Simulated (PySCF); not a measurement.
Isomers of C7H10Ge, mass 167.999 u with the commonest isotopes. Computed with PySCF, PBE0-D3(BJ)/def2-SVP geometry optimisation, gas phase. One conformer each, none proved a minimum here; rigid rotors.

Question: Order these by rotational constant B, smallest first.
A. `C=CC#C/C=[C](\C)[GeH3]`
B. `[CH2:1]=[C:2]([CH3:3])[C:4]1=[CH:5][CH:6]=[CH:7][GeH2:8]1` with C1–C2–C4–C5 180°
C. GeH2MePh (`[CH3][GeH2][C]1=CC=CC=C1`)

Answer: A (392.1 MHz), C (767.2 MHz), B (1128 MHz).

Question: Order these by rotational constant A, largest first.
A. GeH2MePh, `[H][Ge]([H])([CH3])[c]1ccccc1`
B. `[CH2:1]=[C:2]([CH3:3])[C:4]1=[CH:5][CH:6]=[CH:7][GeH2:8]1` with C1–C2–C4–C5 180°
C. `C(/C=[C](\C)[GeH3])#CC=C`

Answer: C (5789 MHz), A (3620 MHz), B (2507 MHz).

Question: Order these by radius of gyration √(Σ m r²/M), largest first.
A. `[CH2:1]=[C:2]([CH3:3])[C:4]1=[CH:5][CH:6]=[CH:7][GeH2:8]1` with C1–C2–C4–C5 180°
B. `C=CC#C/C=[C](\C)[GeH3]`
C. GeH2MePh (`[GeH2]([CH3])[c]1ccccc1`)

Answer: B (2.857 Å), C (2.116 Å), A (1.959 Å).

```json
{"SMILES": "[H][Ge]([H])([CH3])[c]1ccccc1", "point group": "near Cs", "Ia (u·Å²)": "139.59", "Ib (u·Å²)": "658.70", "Ic (u·Å²)": "705.90", "κ": "-0.96", "μa (D)": "0.29", "μb (D)": "0.06", "μc (D)": "0.66"}
{"SMILES": "C=C(C)[C]1=CC=[CH][GeH2]1", "point group": "Cs", "Ia (u·Å²)": "201.61", "Ib (u·Å²)": "447.91", "Ic (u·Å²)": "640.03", "κ": "-0.61", "μa (D)": "0.36", "μb (D)": "0.55", "μc (D)": "0.00"}
{"SMILES": "C=CC#C/C=[C](\\C)[GeH3]", "point group": "–", "Ia (u·Å²)": "87.30", "Ib (u·Å²)": "1289.05", "Ic (u·Å²)": "1366.96", "κ": "-0.99", "μa (D)": "0.41", "μb (D)": "0.53", "μc (D)": "0.00"}
```
